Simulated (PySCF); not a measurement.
## Excitation energy of Mo²⁺ by level of theory

Mo²⁺ [Kr] 4d4 (5D) → Mo²⁺ [Kr] 4d3 5s1 (5F), as a difference of total energies. All numbers are calculated (PySCF 2.14, scalar relativity by spin-free X2C-1e, in x2c-TZVPPall (8s6p6d2f1g, 79 functions)). Correlated levels: valence: [Kr] frozen; valence and next inner shell: [Ar] 3d10 frozen. The calculations carry no spin-orbit coupling.

| method | excitation energy (eV) |
| --- | --- |
| UHF | 3.980 |
| LDA | 4.022 |
| PBE | 4.053 |
| PBE0 | 4.203 |
| r2SCAN | 4.040 |
| M06-2X | 4.326 |
| LC-wPBE | 4.442 |
| B2PLYP | 4.066 |
| wB97X | 4.493 |
| MP2 (valence) | 4.171 |
| SCS-MP2 (valence) | 4.044 |
| MP2 (valence and next inner shell) | 4.151 |
| SCS-MP2 (valence and next inner shell) | 4.083 |

Q: How much does correlation contribute at MP2 (valence and next inner shell)?

A: 4.151 − (3.980) = 0.171 eV, measured against UHF.

A first-order spin-orbit estimate (lowest level to lowest level, LS coupling) adds -0.056 eV.

The basis was made for the ground configuration and has no added diffuse functions, so the excitation energy can come out too high.
